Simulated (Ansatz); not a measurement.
Cartesian coordinates (Å):
```xyz
4

Y     -0.0153    -0.0092    -0.0255
F     -0.2362    -1.8301     0.7712
F     -1.3965     1.3981     0.3084
F      1.5486     0.3834    -1.2084
```
Charge 0, spin multiplicity 1.

All values below come from frozen-core CCSD(T)/def2-TZVPP // r2SCAN-D4/def2-SVP (Ansatz, a first-principles code).

The HF energy is -336.60803 Ha. The MP2 correlation energy is -1.01311 Ha.

Q: Estimate the CCSD correlation energy, the (T) correction, the total energy and the T1 diagnostic.

A: 
```json
{
 "CCSD correlation energy": "-1.00866 Ha",
 "(T) correction": "-0.03039 Ha",
 "CCSD(T) total energy": "-337.64709 Ha",
 "T1 diagnostic": "0.015"
}
```
